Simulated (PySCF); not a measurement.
Point-charge models of `CS[BH2-][PH3+]` against its computed dipole.

Coordinates (PBE0-D3(BJ)/def2-SVP, Å) and charges (e) from the PBE0/pcSseg-1 density (PySCF):

```
atom       x       y       z  Mulliken      IAO  Hirshfeld  ESP-fitted
  C1   1.943   0.360   0.266   -0.3895  -0.4931    -0.1266     -0.4344
  S2   1.006  -0.173  -1.193   -0.2192  -0.0235    -0.0943     -0.2925
  B3  -0.421  -1.124  -0.402   -0.2900  -0.5108    -0.0957     +0.0888
  P4  -1.673   0.346  -0.024   +0.0892  +0.5404    +0.2875     +0.2555
  H5   2.816   0.930  -0.083   +0.1490  +0.1593    +0.0436     +0.1861
  H6   2.290  -0.509   0.842   +0.1528  +0.1502    +0.0407     +0.1660
  H7   1.353   1.012   0.930   +0.1231  +0.1272    +0.0291     +0.1313
  H8  -1.005  -1.813  -1.218   +0.0740  +0.0270    -0.0741     -0.0896
  H9  -0.172  -1.670   0.658   +0.0508  +0.0119    -0.0776     -0.1114
 H10  -2.924   0.192   0.643   +0.0724  -0.0101    +0.0153     +0.0170
 H11  -2.084   1.042  -1.183   +0.1015  +0.0164    +0.0276     +0.0405
 H12  -1.128   1.406   0.738   +0.0860  +0.0050    +0.0246     +0.0426
```

Q: Compute μ = Σ q r for each scheme (1 e·Å = 4.803 D) and compare with the dipole of the full density.

A: The full density gives (-2.87, 2.67, 2.20) D, 4.50 D in size; dipole vectors point from the negative to the positive end.

```tsv
scheme	μx	μy	μz	size (D)	share of the full size (%)	angle to the full dipole (°)
Mulliken	-3.23	2.22	2.10	4.44	99	7
IAO	-3.58	3.56	1.31	5.22	116	15
Hirshfeld	-2.73	2.68	0.97	3.94	88	15
ESP-fitted	-2.85	2.68	2.25	4.52	100	1
```

Q: Which set comes closest?

A: Length of the difference vector: ESP-fitted 0.05 D, Mulliken 0.58 D, Hirshfeld 1.24 D, IAO 1.45 D. Closest: ESP-fitted. 

Q: What is left for the Hirshfeld atoms' own dipoles?

A: The shares of the density sum to the whole, so what Σ q r misses lies in dipoles about the nuclei. The atomic dipoles sum to (-2.87, 2.67, 2.20) − (-2.73, 2.68, 0.97) = (-0.14, -0.01, 1.23) D, 1.24 D in size.

Q: With the origin at the mean of the coordinates, (0.000, 0.000, -0.002) Å, which are the largest single terms, by size, of the IAO dipole along the direction of the full one?

A: P4 +3.28, C1 +2.12, B3 +1.45, H5 -0.99, H6 -0.97 D; all 12 atoms together +5.04 D. The single terms depend on the origin, their sum doesn't.

Q: Give the size of the full dipole in other units.

A: 4.50 D = 1.769 au = 0.936 e·Å = 15.00 × 10⁻³⁰ C·m.

One conformer (not necessarily the lowest) at the PBE0-D3(BJ)/def2-SVP geometry, without solvent, vibrations or thermal averaging.

Conformer computed: `[CH3:1][S:2][BH2-:3][PH3+:4]`: C1–S2–B3–P4 85°.
